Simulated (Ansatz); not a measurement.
Cost and result for the atomization energy of CH5BFIn (`[BH2][InH][CH2]F`) (9 atoms, 8 bonds).

Z-matrix (Å, degrees):
```
C
In 1 2.191
F 1 1.390 2 111.9
H 1 1.095 2 110.8 3 -120.5
H 1 1.095 2 110.8 3 120.5
B 2 2.235 1 122.5 3 179.8
H 2 1.729 1 113.0 3 -0.2
H 6 1.198 2 121.9 1 -89.9
H 6 1.198 2 121.9 1 89.8
```

Charge 0, multiplicity 1. Correlated methods include outer-core shells of In, which these sets cover unevenly. In takes the def2 core potential. All single points use the PBE0-D4/def2-TZVP geometry. It is one conformer, not always the lowest. Program: Ansatz. All runs use 4 threads of a server CPU on a shared host. Times are those of one run each, without the atoms' runs, and a repeat can differ threefold. Electronic energies, without spin–orbit coupling; frozen cores. CCSD(T)/CBS adds CCSD(T) − MP2 in def2-TZVPP to the MP2 limit, and its time is that of the two runs behind it. T1 = 0.014. With those shells the extrapolation isn't a true limit. B3LYP takes the VWN-RPA correlation (the form of Gaussian; ORCA's B3LYP/G). HSE06 is the plane-wave form, built on full-range PBE exchange.

CCSD(T)/CBS is a level of theory with its own doubt, some kJ/mol a heavy atom from the limit and from the frozen cores, so smaller differences don't rank the functionals.

| level | functions | wall time |
| --- | --- | --- |
| LDA (SPW92)/def2-TZVPP | 213 | 1 s |
| PBE0-D4/def2-TZVPP | 213 | 1.8 s |
| BHLYP-D4/def2-TZVPP | 213 | 1.9 s |
| PBE-D4/def2-TZVPP (with forces) | 213 | 2.1 s |
| BLYP-D4/def2-TZVPP | 213 | 2.1 s |
| HSE06-D4/def2-TZVPP | 213 | 2.1 s |
| B3LYP-D4/def2-TZVPP (with forces) | 213 | 3 s |
| r2SCANh-D4/def2-TZVPP | 213 | 3 s |
| B2PLYP/def2-TZVPP | 213 | 3.3 s |
| CCSD(T)/def2-SVP | 93 | 4.3 s |
| MP2/def2-QZVPP | 403 | 15 s |
| CCSD(T)/def2-TZVPP | 213 | 66 s |
| CCSD(T)/CBS(def2) | – | 80 s |

(1) What atomization energy does each give, and how far from CCSD(T)/CBS? (An estimate is asked.)

Answers

(1) Ansatz gave: 
```
                            level  atomization (kcal/mol)  difference from CCSD(T)/CBS  per bond
           LDA (SPW92)/def2-TZVPP                   737.5                         96.1      12.0
               PBE0-D4/def2-TZVPP                   641.3                         -0.1       0.0
              BHLYP-D4/def2-TZVPP                   624.3                        -17.1      -2.1
  PBE-D4/def2-TZVPP (with forces)                   651.3                          9.9       1.2
               BLYP-D4/def2-TZVPP                   637.4                         -4.0      -0.5
              HSE06-D4/def2-TZVPP                   641.6                          0.2       0.0
B3LYP-D4/def2-TZVPP (with forces)                   640.2                         -1.2      -0.1
            r2SCANh-D4/def2-TZVPP                   640.9                         -0.5      -0.1
                B2PLYP/def2-TZVPP                   633.2                         -8.2      -1.0
                 CCSD(T)/def2-SVP                   605.3                        -36.1      -4.5
                   MP2/def2-QZVPP                   640.5                         -0.9      -0.1
               CCSD(T)/def2-TZVPP                   627.2                        -14.2      -1.8
                CCSD(T)/CBS(def2)                   641.4                          0.0       0.0
```

From PBE to PBE0 (25 % exact exchange), in def2-TZVPP and without D4, the atomization energy moves by −9.5 kcal/mol: exact exchange takes away binding that semilocal exchange gives to molecules. The D4 term adds +5.2 kcal/mol with B3LYP and +2.7 kcal/mol with PBE0; it sums over pairs of atoms, weighted by their polarisabilities, and B3LYP, whose exchange is more repulsive, gets the larger term. In def2-TZVPP, CCSD(T) changes the Hartree–Fock value by +156.9 kcal/mol (the triples alone add +8.6 kcal/mol) and MP2 by +161.7 kcal/mol; breaking electron pairs costs correlation energy, which Hartree–Fock lacks.

Spin–orbit coupling would lower the free In atoms strongly, and the atomization energy with them, by more than many differences here.
